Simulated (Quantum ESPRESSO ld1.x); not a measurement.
All-electron atom: Ru3+ in [Kr] 4d5. All-electron calculation, non-relativistic Kohn-Sham, LDA (Slater exchange, Perdew-Zunger correlation), spin-polarised, spherical densities, point nucleus; open shells are filled with parallel spins first; relativity is left out, which matters for an element this heavy. Program: ld1.x of Quantum ESPRESSO 7.5. Some entries of the table are withheld. Estimate them.

| orbital | occ. | eigenvalue (hartree) | <r^2> (bohr^2) |
|---|---|---|---|
| 1s up | 1 | -784.217 | 0.001608 |
| 1s down | 1 | -784.217 | 0.001608 |
| 2s up | 1 | -111.857 | 0.02681 |
| 2s down | 1 | -111.826 | 0.02681 |
| 2p up | 3 | -103.650 | 0.02034 |
| 2p down | 3 | -103.627 | 0.02033 |
| 3s up | 1 | -20.6755 | 0.1977 |
| 3s down | 1 | -20.6545 | 0.1974 |
| 3p up | 3 | -17.4551 | 0.1943 |
| 3p down | 3 | -17.4323 | 0.1940 |
| 3d up | 5 | -11.5104 | 0.1764 |
| 3d down | 5 | -11.4801 | 0.1760 |
| 4s up | 1 | (1) | 1.220 |
| 4s down | 1 | (2) | 1.214 |
| 4p up | 3 | -2.97936 | 1.431 |
| 4p down | 3 | -2.84599 | 1.429 |
| 4d up | 5 | -1.44606 | 2.368 |
| 4d down | 0 | -1.31470 | 2.449 |

Answer. 
(1) 4s up eigenvalue (hartree): -3.95170
(2) 4s down eigenvalue (hartree): -3.82138
